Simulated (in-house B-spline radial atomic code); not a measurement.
Computed with a B-spline radial atomic code. Model: two electrons, singlet ground state, non-relativistic, full CI in B-splines with partial waves to l = 8 (at full coupling up to 3e-4 hartree above the limit, correlation up to 0.6 % small), density held at that of full coupling by Lieb maximisation.

W(λ) is the mean repulsion in the state of coupling λ less the Hartree energy of the fixed density. Its start is exact exchange, its initial slope is twice the second-order Görling-Levy correlation energy, and its area from 0 to 1 is E_xc. A straight curve means weak, dynamic correlation, and a curve that drops fast and flattens means strong correlation.

Command:
```bash
python run_ac.py task.json out
```
Settings (lengths in bohr, energies in hartree):
```
potential              ball
strength               1
lmax                   8
wall_radius            29.3
```

Cost of the run: 7.9 s on 1 thread of Intel(R) Xeon(R) Processor @ 2.30GHz, with other jobs on the host.

**W = mean repulsion less Hartree energy, and W of three functionals.**

Given: confinement empty hard sphere; hard wall radius 29.3 bohr; external potential zero inside.

Computed: LDA exchange minus exact 4.1401 millihartree; SCAN exchange minus exact -3.2959 millihartree.

```csv
coupling,W xc (hartree),W xc minus exchange (millihartree),kinetic minus Kohn-Sham (millihartree),LDA (PW92) W minus its exchange (millihartree),PBE W minus its exchange (millihartree),SCAN W minus its exchange (millihartree)
0,-0.049685,0,0,0,0,0
0.02,-0.052454,-2.77,0.03,-5.51,-3.34,-1.76
0.05,-0.055542,-5.857,0.13,-9.57,-6.41,-3.88
0.12,-0.059773,-10.088,0.47,-14.97,-10.82,-7.43
0.25,-0.063165,-13.481,1.07,-20.14,-15.29,-11.33
0.4,?,?,?,?,?,?
0.6,-0.066041,-16.356,2.18,-26.09,-20.62,-15.71
0.8,-0.066732,-17.048,2.66,-27.85,-22.22,-16.83
1,?,?,?,?,?,?
1.4,-0.067824,-18.139,3.81,-30.93,-25.06,-18.45
2,-0.068384,-18.7,4.75,-32.64,-26.65,-19.14
3,-0.068925,-19.24,6.08,-34.36,-28.25,-19.69
4.5,-0.069384,-19.7,7.77,-35.83,-29.62,-20.06
7,-0.06981,-20.126,10.16,-37.19,-30.9,-20.33
10,-0.070107,-20.422,12.65,-38.11,-31.76,-20.48
```

(1) What belongs in the row 0.4?

(2) What belongs in the row 1?

(3) What is the PBE exchange minus exact?

**Energy parts, natural occupations and partial-wave weights.**

Computed: exchange energy -0.049685 hartree; correlation energy -0.014439 hartree; kinetic part over minus potential part 0.17579; Hartree energy 0.09937 hartree; Kohn-Sham kinetic 0.015662 hartree; Lieb Oxford ratio E_xc over LDA exchange 1.4079.

```csv
natural,occupation of the shell (electrons)
s,1.2736
p,0.69555
d,0.027189
s,?
p,0.00018241
f,7.5443e-06
```

(4) What belongs in the row s?

```csv
wave,weight
s,0.63853
p,0.34787
d,?
f,3.7767e-06
g,2.1709e-08
```

(5) What belongs in the row d?

(6) What is the kinetic part of the DFT correlation energy?

(7) What is the total energy?

Answers

(1) W xc (hartree): -0.06487; W xc minus exchange (millihartree): -15.185; kinetic minus Kohn-Sham (millihartree): 1.61; LDA (PW92) W minus its exchange (millihartree): -23.42; PBE W minus its exchange (millihartree): -18.21; SCAN W minus its exchange (millihartree): -13.82.

(2) W xc (hartree): -0.067204; W xc minus exchange (millihartree): -17.519; kinetic minus Kohn-Sham (millihartree): 3.08; LDA (PW92) W minus its exchange (millihartree): -29.13; PBE W minus its exchange (millihartree): -23.4; SCAN W minus its exchange (millihartree): -17.56.

(3) -0.9723 millihartree.

(4) occupation of the shell (electrons): 0.0035072.

(5) weight: 0.013595.

(6) 0.0030797 hartree.

(7) 0.0509 hartree.

Half-way to full coupling W has made 90 % of its drop, against 50 % for a straight line, and second-order (GL2) theory, half the initial slope, overshoots the correlation energy by about 429 %: correlation is strong. Over couplings 0 to 1 the errors in E_xc come to about -4.2 millihartree for LDA, -4.3 millihartree for PBE, -2.2 millihartree for SCAN, so SCAN is nearest. In LDA and SCAN the errors of exchange and correlation have opposite signs, so the sum is smaller than the larger of the two.
